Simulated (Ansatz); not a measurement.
Input file for Ansatz (an electronic-structure program): SC-NEVPT2 on CASSCF(2,2)/cc-pV(T+d)Z on C2H4Si (SMILES C#C[SiH3]), a point of a bond scan (R = 2.872 Å). Files ending in .json are basis or fitting sets from the Basis Set Exchange.

Ansatz 0.2 input:
```yaml
crystal:
  periodic: [false, false, false]
  atoms:
    - {symbol: Si, position_ang: [-0.94557569, -0.07811079, -0.46973009]}
    - {symbol: C, position_ang: [0.68460242, 0.05655268, 0.34008738]}
    - {symbol: C, position_ang: [1.76130898, 0.14549575, 0.87495887]}
    - {symbol: H, position_ang: [-1.05376220, 0.95013135, -1.52668239]}
    - {symbol: H, position_ang: [-1.08493276, -1.42239361, -1.06941143]}
    - {symbol: H, position_ang: [-2.01018489, 0.12953739, 0.53507032]}
    - {symbol: H, position_ang: [4.32674670, 0.35741783, 2.14938174]}
basis:
  gaussian:
    orbitals: cc-pV_T+d_Z.json
    pivot_positions_ang: [[-0.94557569, -0.07811079, -0.46973009], [0.68460242, 0.05655268, 0.34008738], [1.76130898, 0.14549575, 0.87495887], [-1.05376220, 0.95013135, -1.52668239], [-1.08493276, -1.42239361, -1.06941143], [-2.01018489, 0.12953739, 0.53507032], [4.32674670, 0.35741783, 2.14938174]]
magnetization: {spin_polarized: false}
correlation: {method: sc_nevpt2, electrons: outside_noble_gas, active_space: {window: {electrons: 2, orbitals: 2}}}
output: {orbitals: {seedname: ./end}}
```

Problem. Predict the final total energy.

Solution. -367.1956 hartree.

Problem. How many basis functions does it have, and what does it roughly cost on one machine?

Solution. 155 functions; about 23 core-seconds (a rough figure).
